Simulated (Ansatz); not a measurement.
Z-matrix (Å, degrees):
```
B
Se 1 2.193
C 1 1.554 2 61.2
H 1 1.198 2 107.5 3 -115.0
H 1 1.197 2 107.9 3 113.8
C 2 1.941 1 100.0 3 91.1
H 3 1.087 1 122.3 2 -102.6
H 3 1.086 1 121.1 2 102.6
H 6 1.088 2 109.8 1 -120.9
H 6 1.089 2 107.5 1 119.4
H 6 1.088 2 108.4 1 0.7
```

Charge 0, multiplicity 1. The bonds changed during the relaxation, so this is another structure than the one it started from.

Task: List the PBE/def2-TZVPP orbital energies in eV (Ansatz). (Estimate.)

Result: Computed: Occupied: -12303.03, -1562.97, -1403.76, -1403.73, -1403.67, -269.92, -269.35, -205.95, -175.99, -151.30, -151.18, -151.01, -54.39, -54.38, -54.25, -54.16, -54.13, -19.99, -17.62, -14.99, -11.99, -11.17, -10.77, -10.38, -9.30, -8.42, -7.27, -7.13, -6.14. Lowest empty: -1.01, -0.35, -0.25, 0.51, 1.32, 1.66, 1.86, 2.14.
